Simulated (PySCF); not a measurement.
C₃H₆BFO. Atoms are numbered in the order given.

```xyz
12

C     -0.9145    -1.7850     0.0000
C      0.0384    -0.8325     0.0000
F      1.3491    -1.2104     0.0000
B     -0.1935     0.7290     0.0000
C      1.0332     1.7195     0.0000
O     -1.5026     1.1298     0.0000
H     -0.6644    -2.8574     0.0000
H     -1.9700    -1.4791     0.0000
H      0.7638     2.7954     0.0000
H      1.6795     1.5193    -0.8814
H      1.6795     1.5193     0.8814
H     -1.5845     2.1002     0.0000
```

The structure is a stationary point at PBE-D3(BJ)/def2-SVP. This is a generated structure with no PubChem entry under its InChIKey; it may be hypothetical. The values are those of a single conformer.

Level of theory: PBE-D3(BJ)/def2-SVP (PySCF).

No scaling factor is applied to the harmonic values.

Computed harmonic wavenumbers and intensities:
| mode | ν (cm⁻¹) | IR (km/mol) | moving atoms (share of kinetic energy) |
|---|---|---|---|
| 1 | 51 | 2.4 | C 36 %, H 27 %, F 24 %, O 13 % |
| 2 | 78 | 0.1 | H 87 % |
| 3 | 177 | 1.7 | C 39 %, F 25 %, H 23 %, O 11 % |
| 4 | 299 | 2.0 | C 33 %, H 28 %, B 28 % |
| 5 | 304 | 1.5 | C 36 %, H 30 %, O 26 % |
| 6 | 426 | 1.3 | O 28 %, F 27 %, C 27 %, H 10 % |
| 7 | 444 | 11.1 | H 33 %, C 24 %, F 22 %, B 13 %, O 9 % |
| 8 | 507 | 21.0 | H 55 %, C 25 %, B 15 % |
| 9 | 607 | 54.1 | H 80 %, C 11 % |
| 10 | 663 | 5.6 | C 50 %, H 26 %, O 12 %, F 10 % |
| 11 | 735 | 0.2 | H 84 %, C 12 % |
| 12 | 807 | 1.1 | H 60 %, C 26 %, O 11 % |
| 13 | 858 | 51.9 | H 44 %, B 34 %, C 19 % |
| 14 | 866 | 33.0 | H 69 %, C 30 % |
| 15 | 916 | 58.8 | H 42 %, F 29 %, C 27 % |
| 16 | 934 | 92.1 | H 66 %, B 14 %, C 11 %, O 8 % |
| 17 | 1141 | 26.1 | H 46 %, C 25 %, B 20 % |
| 18 | 1239 | 46.8 | H 56 %, C 27 % |
| 19 | 1299 | 139.7 | H 46 %, C 36 %, B 13 % |
| 20 | 1331 | 209.6 | H 51 %, B 27 %, C 14 % |
| 21 | 1350 | 71.3 | H 62 %, B 20 %, C 13 % |
| 22 | 1373 | 4.8 | H 96 % |
| 23 | 1419 | 30.6 | H 47 %, B 37 %, O 8 % |
| 24 | 1648 | 23.7 | C 90 % |
| 25 | 2965 | 2.5 | H 97 % |
| 26 | 3046 | 1.9 | H 91 %, C 9 % |
| 27 | 3063 | 19.9 | H 91 %, C 9 % |
| 28 | 3091 | 1.9 | H 94 % |
| 29 | 3203 | 0.3 | H 89 %, C 11 % |
| 30 | 3736 | 58.0 | H 94 % |
